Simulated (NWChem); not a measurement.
The numbers come from NWChem runs, not from measurements. System: HS2, charge 0, spin multiplicity 4, at the geometry of a parent with another charge or spin, in a state set for the comparison that need not be this species' ground state. Its SCF solution wasn't tested for a lower state. Level: UHF/def2-TZVP.

Output (cleaned and shortened):

```
             Northwest Computational Chemistry Package (NWChem) 7.3.0
             --------------------------------------------------------

                                NWChem Input Module
                                -------------------

 Scaling coordinates for geometry "geometry" by  1.889725989
 (inverse scale =  0.529177249)

 Turning off AUTOSYM since
 SYMMETRY directive was detected!

                             Geometry "geometry" -> ""
                             -------------------------

 Output coordinates in angstroms (scale by  1.889725989 to convert to a.u.)

  No.       Tag          Charge          X              Y              Z
 ---- ---------------- ---------- -------------- -------------- --------------
    1 S                   16.0000     0.43064800     0.93505400     0.00000000
    2 S                   16.0000    -0.46774200    -0.82953500     0.00000000
    3 H                    1.0000     0.59350700    -1.68829500     0.00000000

 Effective nuclear repulsion energy (a.u.)      77.8379771755

            Nuclear Dipole moment (a.u.)
            ----------------------------
        X                 Y               Z
 ---------------- ---------------- ----------------
     0.0000056692     0.0000170075     0.0000000000

      Symmetry information
      --------------------

 Group name             Cs
 Group number              2
 Group order               2
 No. of unique centers     3

      Symmetry unique atoms

     1    2    3


 Summary of "ao basis" -> "" (spherical)
 ------------------------------------------------------------------------------
       Tag                 Description            Shells   Functions and Types
 ---------------- ------------------------------  ------  ---------------------
 *                         def2-tzvp                  on all atoms

 Summary of "ao basis" -> "ao basis" (spherical)
 ------------------------------------------------------------------------------
       Tag                 Description            Shells   Functions and Types
 ---------------- ------------------------------  ------  ---------------------
 S                         def2-tzvp                13       37   5s5p2d1f
 H                         def2-tzvp                 4        6   3s1p

                                 NWChem SCF Module
                                 -----------------

  ao basis        = "ao basis"
  functions       =    80
  atoms           =     3
[...]
  ----- ------------  ---------------      ----- ------------  ---------------
    18      0.543177  1 S  px                15      0.308484  1 S  px
    19     -0.263771  1 S  py                12      0.181199  1 S  px
    42      0.178426  2 S  s                 77     -0.171426  3 H  s

 Vector   17  Occ=0.000000D+00  E= 7.160471D-03  Symmetry=a"
              MO Center=  5.8D-02,  1.7D-01, -2.7D-15, r^2= 3.2D+00
   Bfn.  Coefficient  Atom+Function         Bfn.  Coefficient  Atom+Function
  ----- ------------  ---------------      ----- ------------  ---------------
    20      0.545581  1 S  pz                57     -0.490366  2 S  pz
    17      0.316725  1 S  pz                54     -0.282836  2 S  pz
    14      0.174460  1 S  pz                51     -0.152593  2 S  pz

 Vector   18  Occ=0.000000D+00  E= 1.334313D-01  Symmetry=a'
              MO Center=  4.7D-01, -1.3D+00,  1.6D-15, r^2= 4.3D+00
   Bfn.  Coefficient  Atom+Function         Bfn.  Coefficient  Atom+Function
  ----- ------------  ---------------      ----- ------------  ---------------
    77      1.803022  3 H  s                 42     -1.198418  2 S  s
    55     -0.833246  2 S  px                56      0.584516  2 S  py
    19     -0.266897  1 S  py                52     -0.154273  2 S  px
    40      0.151969  2 S  s

 center of mass
 --------------
 x =  -0.01710218 y =   0.04865002 z =   0.00000000

 moments of inertia (a.u.)
 ------------------
         188.496820503667         -86.723987506758           0.000000000000
         -86.723987506758          47.402613259493           0.000000000000
           0.000000000000           0.000000000000         235.899433763160

  Mulliken analysis of the total density
  --------------------------------------

    Atom       Charge   Shell Charges
 -----------   ------   -------------------------------------------------------
    1 S   16    15.96   2.01  0.49  1.47  1.14  0.78  4.17  1.70  0.83  2.16  1.06  0.04  0.11  0.01
    2 S   16    16.21   2.01  0.49  1.48  1.08  0.76  4.18  1.69  0.86  2.31  1.17  0.05  0.12  0.01
    3 H    1     0.83   0.22  0.48  0.10  0.02

  Mulliken analysis of the alpha density
  --------------------------------------

    Atom       Charge   Shell Charges
 -----------   ------   -------------------------------------------------------
    1 S   16     9.00   1.00  0.25  0.73  0.60  0.37  2.12  0.82  0.60  1.64  0.77  0.03  0.06  0.00
    2 S   16     8.58   1.00  0.25  0.74  0.57  0.37  2.10  0.84  0.52  1.39  0.70  0.03  0.07  0.01
    3 H    1     0.42   0.11  0.24  0.05  0.01

   Mulliken analysis of the beta density
   -------------------------------------

    Atom       Charge   Shell Charges
 -----------   ------   -------------------------------------------------------
    1 S   16     6.96   1.00  0.24  0.74  0.54  0.41  2.05  0.87  0.23  0.52  0.28  0.01  0.05  0.01
    2 S   16     7.63   1.00  0.24  0.74  0.51  0.39  2.07  0.86  0.34  0.92  0.47  0.02  0.05  0.01
    3 H    1     0.41   0.11  0.24  0.05  0.01

   Mulliken analysis of the spin density
   -------------------------------------

    Atom       Charge   Shell Charges
 -----------   ------   -------------------------------------------------------
    1 S   16     2.04   0.00  0.00 -0.01  0.06 -0.04  0.07 -0.05  0.36  1.12  0.49  0.01  0.01 -0.00
    2 S   16     0.95   0.00  0.00 -0.00  0.07 -0.03  0.03 -0.02  0.17  0.48  0.23  0.01  0.01  0.00
    3 H    1     0.01   0.00  0.00 -0.00  0.00

       Multipole analysis of the density wrt the origin
       ------------------------------------------------

     L   x y z        total         alpha         beta         nuclear
     -   - - -        -----         -----         ----         -------
     0   0 0 0     -0.000000    -18.000000    -15.000000     33.000000

     1   1 0 0      0.350337     -0.279959      0.630290      0.000006
     1   0 1 0     -0.197674     -0.974347      0.776656      0.000017
     1   0 0 1      0.000000     -0.000000      0.000000      0.000000

     2   2 0 0    -19.676337    -25.834873    -18.196462     24.354998
     2   1 1 0     -2.956392    -25.467658    -19.088009     41.599275
     2   1 0 1     -0.000000     -0.000000      0.000000      0.000000
     2   0 2 0    -21.198368    -69.400264    -51.250849     99.452744
     2   0 1 1      0.000000      0.000000      0.000000      0.000000
     2   0 0 2    -20.354500    -12.415103     -7.939397      0.000000

 Task  times  cpu:        1.2s     wall:        1.2s

 Total times  cpu:        1.2s     wall:        1.2s
```

Problem. Write an NWChem input that would produce this output.

Solution. This is not unique; one that fits is 
```
start mol
memory heap 200 mb stack 900 mb global 1100 mb
geometry units angstroms nocenter noautoz
  S      0.430648     0.935054     0.000000
  S     -0.467742    -0.829535     0.000000
  H      0.593507    -1.688295     0.000000
  symmetry group Cs
end
basis spherical
  * library def2-tzvp
end
scf
  uhf
  nopen 3
  maxiter 100
  thresh 1e-7
  semidirect memsize 60000000 filesize 0
  # guess.movecs holds the orbitals of an unrestricted PBE0 run
  vectors input guess.movecs output mol.movecs
end
task scf energy
```
